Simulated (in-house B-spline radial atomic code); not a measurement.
## Ionising Sn8+ with different functionals

Computed with a radial B-spline atomic code at the basis-set limit: scalar-relativistic (spin-free X2C) Hamiltonian, Fermi nucleus of rms radius 4.6519 fm, spin-polarised at highest spin, spherical fractional occupations for the functionals, the average over the highest-spin determinants for Hartree-Fock. The ionisation energy is the difference of two self-consistent energies, [Kr] 4d6 → [Kr] 4d5, without Breit or QED terms; ε is the level of the shell that loses the electron (its least bound occupied spin orbital). There is no spin-orbit coupling in this Hamiltonian.

Hybrids are left out here: with spherical fractional occupations of an open shell their exact exchange keeps a self-interaction that integer-occupation calculations don't have.

```csv
method,rung,ΔSCF (eV),-ε(4d) (eV)
Hartree-Fock,Hartree-Fock,155.25,156.46
LDA VWN5,LDA,157.77,146.98
LDA PW92,LDA,157.76,146.97
LDA exchange-only,LDA,155.27,144.57
PBE,GGA,157.30,146.57
PBEsol,GGA,157.31,146.57
BLYP,GGA,157.19,146.41
RPBE,GGA,157.25,146.52
PW91,GGA,157.45,146.71
BP86,GGA,157.47,146.71
AM05,GGA,157.44,146.68
OLYP,GGA,157.77,147.00
TPSS,meta-GGA,157.08,146.37
SCAN,meta-GGA,156.41,145.96
r2SCAN,meta-GGA,156.40,145.96
revTPSS,meta-GGA,156.98,146.29
```

Problem. How do they compare with the NIST value?

Solution. NIST lists 156 eV ± 2.2 (tabulated theory, ground level to ground level). Errors run from -0.75 to +1.77 eV; all lie within about twice that uncertainty, so the table can't rank the methods. Hartree-Fock also lacks correlation.
